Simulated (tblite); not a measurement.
A geometry optimisation, step by step.

Compound: C5H10S2Si2.
Numbering: `[CH:1]#[C:2][SiH2:3]/[C:4](=[CH:5]\[S:6][CH3:7])[S:8][SiH3:9]` (hydrogens: H10 on C1; H11, H12 on Si3; H13 on C5; H14, H15, H16 on C7; H17, H18, H19 on Si9)

Computed with GFN2-xTB (tblite), gas phase: L-BFGS steps from a force-field or distance-geometry start until the largest atomic force falls under 0.01 eV/Å. 3 of its 76 geometries are shown.

Step 0: E = -698.3206 eV, largest atomic force 1.221 eV/Å
```
atom  x, y, z in Å  |  force x, y, z in eV/Å
C1      2.058    2.806    0.716    0.263   0.559  -0.298
C2      1.509    1.856    1.196   -0.535  -1.008   0.433
Si3     0.681    0.348    1.971    0.059   0.757   0.476
C4     -0.021   -0.757    0.617   -0.266   0.712  -0.026
C5     -1.172   -0.599   -0.050    0.514  -0.499  -0.082
S6     -2.273    0.732    0.121    0.088   0.333   0.299
C7     -3.559    0.262   -1.053   -0.517  -0.543  -0.201
S8      0.947   -2.198    0.284    0.331  -0.729  -0.390
Si9     2.494   -1.524   -1.063    0.308   0.353  -0.210
H10     2.517    3.660    0.289   -0.086  -0.213   0.107
H11    -0.397    0.775    2.910    0.212  -0.049  -0.390
H12     1.675   -0.394    2.776   -0.064   0.062  -0.268
H13    -1.458   -1.347   -0.783   -0.126   0.141   0.024
H14    -4.342    1.018   -1.051    0.158   0.054   0.157
H15    -3.154    0.192   -2.059    0.091  -0.044   0.004
H16    -4.005   -0.699   -0.753    0.205   0.313  -0.113
H17     3.366   -0.566   -0.336   -0.329  -0.291  -0.209
H18     3.276   -2.699   -1.518   -0.443   0.304   0.293
H19     1.848   -0.854   -2.222    0.136  -0.211   0.395
```

Step 38: E = -698.4720 eV, largest atomic force 0.031 eV/Å
```
atom  x, y, z in Å  |  force x, y, z in eV/Å
C1      2.015    2.755    0.675   -0.010  -0.010  -0.002
C2      1.475    1.803    1.173    0.017  -0.006  -0.008
Si3     0.667    0.340    1.972   -0.002   0.014  -0.008
C4      0.027   -0.785    0.595   -0.009  -0.001  -0.004
C5     -1.108   -0.607   -0.075    0.001  -0.006  -0.006
S6     -2.187    0.753    0.143   -0.019   0.008  -0.019
C7     -3.501    0.258   -1.017   -0.015  -0.011  -0.006
S8      0.931   -2.286    0.207    0.031   0.003   0.001
Si9     2.462   -1.463   -1.043   -0.021  -0.003   0.023
H10     2.481    3.593    0.240   -0.004  -0.008  -0.010
H11    -0.470    0.796    2.773   -0.013  -0.007   0.019
H12     1.668   -0.396    2.746    0.005  -0.014   0.002
H13    -1.447   -1.310   -0.823    0.007   0.001   0.003
H14    -4.268    1.025   -0.981    0.023   0.010   0.019
H15    -3.092    0.191   -2.022   -0.005   0.000   0.010
H16    -3.918   -0.696   -0.704    0.001   0.011  -0.010
H17     3.243   -0.517   -0.256    0.001   0.016  -0.006
H18     3.208   -2.642   -1.447    0.000  -0.008   0.001
H19     1.804   -0.804   -2.166    0.008   0.012   0.001
```

Step 75: E = -698.4755 eV, largest atomic force 0.006 eV/Å
```
atom  x, y, z in Å  |  force x, y, z in eV/Å
C1      1.984    2.687    0.608    0.000   0.000  -0.001
C2      1.456    1.763    1.168    0.001   0.001  -0.003
Si3     0.651    0.315    1.997    0.002   0.001  -0.001
C4      0.025   -0.801    0.606   -0.002   0.000  -0.001
C5     -1.094   -0.608   -0.088   -0.002  -0.001   0.000
S6     -2.162    0.760    0.132   -0.001  -0.002   0.004
C7     -3.499    0.281   -1.008   -0.001  -0.001  -0.001
S8      0.952   -2.286    0.214   -0.001  -0.001  -0.006
Si9     2.476   -1.425   -1.018   -0.004   0.000   0.003
H10     2.443    3.501    0.124   -0.002   0.002  -0.001
H11    -0.486    0.762    2.803    0.003   0.001   0.000
H12     1.655   -0.423    2.764    0.000  -0.002   0.005
H13    -1.420   -1.297   -0.855   -0.004   0.000   0.002
H14    -4.249    1.063   -0.956    0.005   0.004  -0.001
H15    -3.107    0.208   -2.018   -0.005  -0.001  -0.002
H16    -3.927   -0.665   -0.688    0.004  -0.001  -0.001
H17     3.235   -0.468   -0.225    0.003  -0.001  -0.001
H18     3.241   -2.590   -1.428    0.001   0.000   0.003
H19     1.815   -0.766   -2.140    0.002   0.004   0.000
```

Question: Summarise the path.

Answer: The energy falls by 0.1549 eV from step 0 to step 75; nine tenths of that is first reached at step 13. It falls at every step. The largest force goes from 1.221 to 0.006 eV/Å. Among the bonds C2–Si3 changes most, from 1.887 to 1.853 Å; the atoms move by 0.126 Å rms after alignment.

Question: Follow the three bonds and two angles with the largest change from start to end.

Answer: 
```tsv
step	E above end (eV)	largest force (eV/Å)	C2–Si3 (Å)	Si9–H18 (Å)	Si9–H17 (Å)	H11–Si3–H12 (°)	S8–Si9–H18 (°)
0	0.1549	1.221	1.887	1.483	1.486	106.6	108.8
3	0.0618	0.397	1.860	1.461	1.458	108.2	106.7
7	0.0310	0.185	1.849	1.449	1.452	110.8	104.5
10	0.0204	0.121	1.854	1.455	1.458	112.5	102.6
13	0.0154	0.089	1.851	1.454	1.459	113.3	101.6
16	0.0116	0.111	1.851	1.453	1.456	113.7	101.1
20	0.0091	0.048	1.854	1.453	1.457	113.8	100.8
23	0.0080	0.055	1.852	1.453	1.457	113.5	100.9
26	0.0067	0.045	1.854	1.452	1.455	113.1	101.4
29	0.0054	0.050	1.853	1.453	1.457	113.1	101.9
33	0.0045	0.035	1.853	1.454	1.457	113.2	102.2
36	0.0039	0.035	1.854	1.452	1.455	113.4	102.5
39	0.0033	0.029	1.852	1.453	1.457	113.5	102.6
42	0.0027	0.046	1.852	1.454	1.457	113.6	102.6
46	0.0018	0.030	1.854	1.452	1.456	113.7	102.7
49	0.0014	0.020	1.852	1.453	1.456	113.6	102.7
52	0.0011	0.025	1.852	1.453	1.457	113.4	102.4
55	0.0009	0.015	1.853	1.452	1.456	113.3	102.3
59	0.0006	0.023	1.853	1.453	1.457	113.2	102.3
62	0.0004	0.028	1.853	1.453	1.457	113.3	102.3
65	0.0003	0.015	1.853	1.453	1.457	113.4	102.4
68	0.0002	0.021	1.852	1.453	1.457	113.5	102.4
72	0.0001	0.023	1.853	1.453	1.456	113.5	102.4
75	0.0000	0.006	1.853	1.453	1.456	113.5	102.4
```

What follows is the cost of the whole relaxation. The run took 0.77 s of wall time on one thread, Arm Neoverse V2 (aarch64), shared host with 96 logical CPUs at a one-minute load of 77.
